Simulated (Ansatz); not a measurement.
Input (FCI/aug-cc-pVQZ; Ansatz, a quantum-chemistry and plane-wave program):

Ansatz 0.2 input:
```yaml
crystal:
  periodic: [false, false, false]
  atoms:
    - {symbol: As, position_ang: [0.00000000, 0.00000000, 0.00000000]}
basis:
  gaussian:
    orbitals: aug-cc-pVQZ
total_charge: 1
magnetization: {spin_polarized: true, initial_magnetization: 2}
correlation: {method: fci, electrons: outside_noble_gas}
scf: {lower_state_search: full}
```

Output:

```
Functional definition: HF
integrals: 0.22 GiB planned
889 factors; integrals over basis functions are off by at most 3.9e-8 eV
mean field: 0.32 GiB planned
mean field evaluation 1: about -60787.0924 eV, gradient 7.2e0 eV
mean field evaluation 2: about -60787.0979 eV, gradient 7.2e0 eV
mean field evaluation 4: about -60787.3119 eV, gradient 8.1e-1 eV
mean field evaluation 8: about -60787.3183 eV, gradient 1.2e-3 eV
mean field evaluation 16: about -60787.3172 eV, gradient 3.2e-1 eV
mean field evaluation 32: about -60787.3183 eV, gradient 4.0e-4 eV
mean field evaluation 64: about -60787.3183 eV, gradient 1.3e-5 eV
mean field -60787.31830603 eV, -2233.8927446223 hartree, gradient 2.5e-6 eV, S^2 2.009669; 5 other end points of the search recorded, 0 dependent functions left out
14 core orbitals not correlated
reference -60787.19670997 eV, -2233.8882760498 hartree; 3, 1 occupied and 76, 78 virtual orbitals, 889 factors
configuration interaction: 1.57 GiB planned
state -60789.33586146 eV, -2233.9668884168 hartree
Total energy: -60789.33586146 eV, -2233.9668884168 hartree
```
